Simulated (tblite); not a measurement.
Input of a run (GFN2-xTB geometry optimisation, gas phase (tblite 0.8.0)), started from a force field or distance geometry:
```
{"job": {"kind": "relax", "xc": "GFN2-xTB", "basis": "xTB"}, "charge": 0, "multiplicity": 2}
C     -1.259800     2.018300     0.183800
C     -1.210900     0.569100     0.507200
C     -1.672500    -0.435100    -0.479600
C     -0.623500    -1.311500     0.191300
N      0.049800    -0.102900     0.546800
C      1.124600     0.355600    -0.265300
C      2.272200    -0.644300    -0.028700
H     -0.868200     2.692100     0.991600
H     -0.926500     2.310600    -0.800900
H     -1.715300     0.372500     1.522400
H     -1.376900    -0.285800    -1.528800
H     -2.711700    -0.825900    -0.335400
H     -0.126000    -2.018300    -0.482600
H     -1.068600    -1.806300     1.074300
H      1.507200     1.371000    -0.027200
H      0.942000     0.311900    -1.350800
H      1.833700    -1.501400     0.492500
H      2.992900    -0.180500     0.703000
H      2.827700    -0.879900    -0.921000
```

Output (eV, eV/Å):
```
step      E/eV     max force
  0    -591.80558    3.781
  1    -592.22718    0.882
  2    -592.31781    0.615
  3    -592.38380    0.491
  4    -592.43638    0.572
  5    -592.47974    0.565
  6    -592.51014    0.383
  7    -592.52953    0.301
  8    -592.54368    0.291
  9    -592.55767    0.314
 10    -592.57105    0.325
 11    -592.58568    0.361
 12    -592.60180    0.320
 13    -592.61675    0.398
 14    -592.62855    0.329
 15    -592.63702    0.224
 16    -592.64310    0.189
 17    -592.64823    0.176
 18    -592.65264    0.175
 19    -592.65676    0.152
 20    -592.66166    0.172
 21    -592.66736    0.199
 22    -592.67301    0.201
 23    -592.67811    0.155
 24    -592.68325    0.177
 25    -592.68970    0.227
 26    -592.69733    0.221
 27    -592.70381    0.190
 28    -592.70871    0.149
 29    -592.71357    0.201
 30    -592.71854    0.241
 31    -592.72283    0.197
 32    -592.72729    0.176
 33    -592.73205    0.193
 34    -592.73643    0.208
 35    -592.74351    0.239
 36    -592.75082    0.240
 37    -592.75698    0.211
 38    -592.76212    0.161
 39    -592.76607    0.263
 40    -592.77204    0.296
 41    -592.77786    0.187
 42    -592.78719    0.171
 43    -592.79012    0.162
 44    -592.79688    0.171
 45    -592.80204    0.144
 46    -592.80540    0.153
 47    -592.80841    0.154
 48    -592.81082    0.132
 49    -592.81353    0.141
 50    -592.81590    0.136
 51    -592.81981    0.163
 52    -592.82284    0.112
 53    -592.82553    0.118
 54    -592.82777    0.129
 55    -592.82882    0.132
 56    -592.83156    0.126
 57    -592.83339    0.100
 58    -592.83622    0.109
 59    -592.83816    0.126
 60    -592.84105    0.157
 61    -592.84387    0.156
 62    -592.84641    0.139
 63    -592.84801    0.094
 64    -592.84952    0.090
 65    -592.85110    0.089
 66    -592.85255    0.080
 67    -592.85362    0.072
 68    -592.85449    0.122
 69    -592.85529    0.082
 70    -592.85629    0.058
 71    -592.85690    0.057
 72    -592.85765    0.057
 73    -592.85824    0.058
 74    -592.85903    0.067
 75    -592.86009    0.091
 76    -592.86169    0.098
 77    -592.86318    0.105
 78    -592.86438    0.068
 79    -592.86529    0.064
 80    -592.86639    0.071
 81    -592.86721    0.080
 82    -592.86855    0.078
 83    -592.86966    0.064
 84    -592.87042    0.092
 85    -592.87094    0.127
 86    -592.87150    0.071
 87    -592.87236    0.095
 88    -592.87287    0.077
 89    -592.87362    0.102
 90    -592.87433    0.065
 91    -592.87514    0.058
 92    -592.87585    0.049
 93    -592.87631    0.039
 94    -592.87653    0.117
 95    -592.87679    0.058
 96    -592.87701    0.028
 97    -592.87722    0.048
 98    -592.87739    0.050
 99    -592.87752    0.024
100    -592.87760    0.020
101    -592.87767    0.022
102    -592.87772    0.020
103    -592.87778    0.017
104    -592.87782    0.014
105    -592.87787    0.014
106    -592.87793    0.017
107    -592.87799    0.019
108    -592.87806    0.024
109    -592.87813    0.025
110    -592.87821    0.020
111    -592.87827    0.018
112    -592.87833    0.018
113    -592.87838    0.022
114    -592.87847    0.030
115    -592.87858    0.035
116    -592.87869    0.031
117    -592.87877    0.017
118    -592.87882    0.017
119    -592.87888    0.020
120    -592.87896    0.028
121    -592.87903    0.022
122    -592.87907    0.012
123    -592.87908    0.010
```

Problem. Summarise the run.

Solution. The energy falls by 24.8 kcal/mol over 123 L-BFGS steps, the largest force on an atom goes from 3.78 to 0.010 eV/Å, and the atoms move by 0.801 Å rms after alignment. The bond that changes most is C2–C3 (ends: carbon bonded to 2 C, N and H; carbon bonded to 2 C and 2 H), which lengthens by 0.077 Å. Bonds longer at the end by more than 0.005 Å: 5 of 19; shorter: 11. Among the angles that change most is N5–C6–H15, from 115.6° to 107.4°. Among the dihedrals that turn most is H14–C4–N5–C6, from 153° to 102°. The energy never rose by more than 1e-5 eV on the way. The first step brought 39 % of the lowering.

Problem. What are the final bond lengths?

Solution. C1–C2 1.452 Å, C2–C3 1.559 Å, C3–C4 1.527 Å, C4–N5 1.457 Å, N5–C6 1.439 Å, C6–C7 1.526 Å, C2–N5 1.495 Å, C1–H8 1.072 Å, C1–H9 1.074 Å, C2–H10 1.094 Å, C3–H11 1.086 Å, C3–H12 1.086 Å, C4–H13 1.098 Å, C4–H14 1.092 Å, C6–H15 1.094 Å, C6–H16 1.104 Å, C7–H17 1.088 Å, C7–H18 1.086 Å, C7–H19 1.087 Å. Numbering counts from 1 in the input's order; the species is `[CH2][C@H]1CCN1CC` [radical].

Its GFN2-xTB frequencies are all real (lowest 80 cm⁻¹). 3 starts were optimised and ended at 0.00, 0.22 and 0.23 kcal/mol (GFN2-xTB); the lowest of these is shown.

One conformer stands for the species.

The numbers are calculated, not measured.
